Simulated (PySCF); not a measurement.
Mg(H)(iPr) (C3H8Mg), SMILES C[CH](C)[MgH]. Geometry: r2SCAN-D4/def2-SVP. The structure was generated by enumeration; whether it is a known compound was not checked.

Method: r2SCAN-D4/def2-SVP (PySCF).

Harmonic wavenumbers (cm⁻¹): 117, 162, 251, 275, 320, 352, 386, 490, 886, 903, 941, 979, 1084, 1155, 1189, 1314, 1372, 1389, 1450, 1466, 1474, 1482, 1586, 2962, 2964, 2972, 3043, 3044, 3083, 3084. Rotational constants (GHz): 8.091, 3.793, 2.806; symmetry number 1.

Question: Work out the zero-point energy and the ideal-gas rigid-rotor harmonic-oscillator thermochemistry at 298.15 K and 1 atm.

Answer: ZPE = ½ Σ hcν = ½ × 42173 cm⁻¹ = 60.29 kcal/mol. H − E(el) = 65.10 kcal/mol. Entropy in cal/(mol K): translation 38.59, rotation 25.73, vibration 13.92, total 78.23. G − E(el) = 41.77 kcal/mol. Cp = 24.60 cal/(mol K). Modes under 150 cm⁻¹ make the vibrational entropy uncertain.
